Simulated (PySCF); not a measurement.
Geometry:
```
atom   x (Å)   y (Å)   z (Å)
  C1   3.880  -0.483   0.474
  C2   3.026  -0.005  -0.429
  F3   3.359   1.097  -1.137
 Si4   1.303  -0.644  -0.864
  C5   0.070   0.745  -0.660
 Al6  -1.715   0.499  -1.377
 Cl7  -2.670  -1.400  -0.440
 Al8  -4.085  -0.087   0.837
 Cl9  -3.163   1.810  -0.114
 H10   4.847  -0.003   0.650
 H11   3.619  -1.369   1.054
 H12   1.006  -1.803   0.030
 H13   1.322  -1.119  -2.283
 H14   0.506   1.625  -1.168
 H15   0.006   0.995   0.414
 H16  -2.169   0.574  -2.884
 H17  -3.600  -0.165   2.336
 H18  -5.551  -0.261   0.284
```

Geometry: PBE0-D3(BJ)/def2-SVP; GIAO absolute shieldings from PySCF 2.14, gas phase, non-relativistic, averaged over equivalent atoms.

At PBE0/pcSseg-1 (233 basis functions, 85 s wall time on 1 thread of an Arm Neoverse N1, shared host):
```json
{"atoms": "C2", "σ (ppm)": "4.5"}
{"atoms": "C1", "σ (ppm)": "70.2"}
{"atoms": "C5", "σ (ppm)": "191.6"}
{"atoms": "F3", "σ (ppm)": "271.2"}
{"atoms": "Si4", "σ (ppm)": "402.6"}
{"atoms": "Al6", "σ (ppm)": "398.5"}
{"atoms": "Al8", "σ (ppm)": "412.6"}
{"atoms": "Cl7/Cl9", "σ (ppm)": "916.9"}
{"atoms": "H10", "σ (ppm)": "25.70"}
{"atoms": "H11", "σ (ppm)": "26.02"}
{"atoms": "H18", "σ (ppm)": "26.57"}
{"atoms": "H17", "σ (ppm)": "26.57"}
{"atoms": "H16", "σ (ppm)": "26.59"}
{"atoms": "H12/H13", "σ (ppm)": "26.89"}
{"atoms": "H14/H15", "σ (ppm)": "31.34"}
```

Question: Predict the values at B97-2/pcSseg-1 on the same geometry.

Answer: 
```json
{"atoms": "C2", "σ at B97-2/pcSseg-1": "7.4", "change": "+2.9"}
{"atoms": "C1", "σ at B97-2/pcSseg-1": "72.4", "change": "+2.2"}
{"atoms": "C5", "σ at B97-2/pcSseg-1": "191.6", "change": "+0.0"}
{"atoms": "F3", "σ at B97-2/pcSseg-1": "273.4", "change": "+2.2"}
{"atoms": "Si4", "σ at B97-2/pcSseg-1": "406.8", "change": "+4.2"}
{"atoms": "Al6", "σ at B97-2/pcSseg-1": "409.9", "change": "+11.4"}
{"atoms": "Al8", "σ at B97-2/pcSseg-1": "424.2", "change": "+11.6"}
{"atoms": "Cl7/Cl9", "σ at B97-2/pcSseg-1": "923.4", "change": "+6.5"}
{"atoms": "H10", "σ at B97-2/pcSseg-1": "25.87", "change": "+0.17"}
{"atoms": "H11", "σ at B97-2/pcSseg-1": "26.20", "change": "+0.18"}
{"atoms": "H18", "σ at B97-2/pcSseg-1": "26.85", "change": "+0.28"}
{"atoms": "H17", "σ at B97-2/pcSseg-1": "26.85", "change": "+0.28"}
{"atoms": "H16", "σ at B97-2/pcSseg-1": "26.87", "change": "+0.28"}
{"atoms": "H12/H13", "σ at B97-2/pcSseg-1": "27.11", "change": "+0.22"}
{"atoms": "H14/H15", "σ at B97-2/pcSseg-1": "31.50", "change": "+0.16"}
```

The largest change is at Al8 (aluminium bonded to 2 Cl, 2 H, in a 4-membered ring). Cost: 233 basis functions, 77 s wall time on 1 thread of an Arm Neoverse N1, shared host. The order of the carbon signals is the same at both levels.
